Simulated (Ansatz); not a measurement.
Relaxation of Cl$_{3}$FSi (5 atoms, charge 0, multiplicity 1), to a largest force component of 0.02 eV/Å in at most 40 steps.

These are results of Ansatz 0.2.0, RKS PBE-D4/STO-3G, not measurements.

```xyz
5
Properties=species:S:1:pos:R:3
Si 0.000 0.000 0.000
F 0.000 0.000 1.590
Cl 2.009 0.000 -0.709
Cl -1.003 1.738 -0.709
Cl -1.003 -1.738 -0.709
```

Problem. Where does it end, and by what steps?

Solution. It converged. Limits of this set-up: minimal basis. After 3 steps the energy has fallen by 0.037 eV; F2 moved furthest, 0.02 Å.

```tsv
step	energy less start (eV)	largest force component (eV/Å)	accepted
0	0.0000	1.768	yes
1	-0.0290	0.792	yes
2	-0.0366	0.038	yes
3	-0.0367	0.003	yes
```

```xyz
5
Properties=species:S:1:pos:R:3
Si 0.000 0.000 -0.013
F 0.000 0.000 1.613
Cl 1.990 0.000 -0.712
Cl -0.994 1.722 -0.712
Cl -0.994 -1.722 -0.712
```

Whether the end is a true minimum wasn't checked by a vibrational analysis.

Time of the run: 7.2 s on 1 thread of Arm Neoverse V2 (shared host), peak memory 0.1 GiB.
